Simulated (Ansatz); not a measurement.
C4H13NSi, SMILES CCN[C@H](C)[SiH3].

Geometry optimised at B3LYP-D3(BJ)/def2-SVP. The structure was generated by enumeration; whether it is a known compound was not checked. One conformer was computed; it need not be the lowest.

Two levels are set side by side: PBE/def2-SVPD (Ansatz, an electronic-structure program) and PBE0/def2-SVPD (Ansatz). Energy differences of separate SCF runs at the same geometry; the states with an electron removed or added have multiplicity 2 and 2. Differences are taken from unrounded values.

```
quantity                           PBE0
---------------------------------  ----
vertical ionisation energy (eV)    8.29
vertical singlet–triplet gap (eV)  5.48
```

Question: What does PBE give, and how far is it from PBE0? (The exact figures need the calculation; the answer reports its results.)

Answer: 
```tsv
quantity	PBE	PBE minus PBE0
vertical ionisation energy (eV)	8.14	-0.15
vertical singlet–triplet gap (eV)	5.17	-0.32
```
